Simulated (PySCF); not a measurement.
A geometry optimisation on 2,2-difluorocyclohexanone, `O=C1CCCCC1(F)F`.

Computed with PBE0-D3(BJ)/def2-SVP geometry optimisation, gas phase (PySCF 2.14.0). Start geometry: GFN2-xTB. The input is one job of a driver script: a line of settings, then coordinates in Å.

Input:
```
{"job": {"xc": "PBE0", "basis": "def2-SVP", "d3": "d3bj", "grid": 1, "kind": "geom"}, "charge": 0, "multiplicity": 1}
O     -0.705080     1.806290     1.794707
C     -0.450920     1.245903     0.767308
C      0.873231     1.258728     0.057334
C      1.434644    -0.170691     0.038010
C      0.464757    -1.121952    -0.655076
C     -0.894460    -1.112188     0.039877
C     -1.451489     0.309207     0.062908
F     -1.669941     0.746195    -1.216674
F     -2.667338     0.341573     0.663641
H      1.552673     1.939510     0.570343
H      0.720713     1.603261    -0.967682
H      2.393272    -0.169841    -0.482136
H      1.608319    -0.501316     1.064366
H      0.865378    -2.136360    -0.643697
H      0.336795    -0.821162    -1.696973
H     -0.809003    -1.451351     1.073796
H     -1.608549    -1.753776    -0.479961
```

Output:
```
step   0  E = -507.46428729  max force = 0.017875
step   1  E = -507.46550928  max force = 0.007088
step   2  E = -507.46593414  max force = 0.002032
step   3  E = -507.46609488  max force = 0.002550
step   4  E = -507.46619579  max force = 0.002279
step   5  E = -507.46625236  max force = 0.001037
step   6  E = -507.46628422  max force = 0.000707
step   7  E = -507.46628584  max force = 0.000386
optimisation converged
```

Energies in Eh; «max force» is the largest Cartesian gradient component in Eh/bohr.

Q: Give the first gradient maximum in eV/Å.

A: With 1 Eh/bohr = 51.422 eV/Å, 0.919 eV/Å.

Summary of the converged run: final energy -507.46629 Eh after 7 steps; dipole 3.95 D.

Q: How long does this job take on Arm Neoverse V1, one thread, no GPU (shared host)?

A: About 2.0 min.
Labels such as C1 count atoms from 1, the log's own numbers from 0.
